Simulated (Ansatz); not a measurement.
## Match the barriers

Saddle point of HfH2Cl2O2, singlet (HfH₂Cl₂O₂ ([OH][Hf]([OH])([Cl])[Cl]) → HfCl₂O ([O][Hf]([Cl])[Cl]) + H₂O (still joined by a long Hf–O bond); bonds formed: O2–H4; bonds broken: O3–H4; bonds weakened to dative contacts: Hf1–O2), PBE0-D4/def2-TZVP structure:

Hf1  (-0.303, 0.006, 0.704)
O2  (0.785, -0.504, -1.063)
O3  (-1.289, 0.584, -0.704)
H4  (-0.171, 0.081, -1.332)
Cl5  (0.674, 1.778, 1.921)
Cl6  (-1.303, -1.768, 1.905)
H7  (1.609, -0.176, -1.430)
(Å)

Computed with Ansatz 0.2.0 (basis: def2-TZVPP, with def2-QZVPP for the basis limit); correlated methods freeze the cores. Core potentials replace the inner electrons of the atoms past krypton. Extrapolation: Hartree–Fock as exp(−7.88 √X), correlation as X^−2.97. Four methods, as single points on the PBE0-D4 structures, gave these electronic barriers from the start structure: 1.924, 2.030, 2.134, 2.898 eV.

Task: The methods were, in alphabetical order, HF, MP2, PBE-D4, PBE0-D4. Which gave which? (Judge from chemistry; the calculation decides.)

Result: By the calculation: PBE-D4 1.924; MP2 2.030; PBE0-D4 2.134; HF 2.898 eV. For comparison, CCSD(T) at an estimated basis limit (MP2 extrapolated from triple and quadruple zeta, plus CCSD(T) − MP2 in triple zeta) gives 2.214 eV.

The T1 diagnostic stays at or below 0.018.

Labels in which every atom is bracketed show which atoms are joined, not bond orders.

For scale, one of the runs: CCSD(T)/def2-TZVPP, 230 basis functions, launched by `ansatz run in.yaml --threads 8 --pin off --events-out ev --progress --plain --max-ram 19148MiB`. Hardware: 8 CPU threads of an AMD EPYC 9R45, shared host. Wall time 29 s; peak host memory 4.4 GiB.
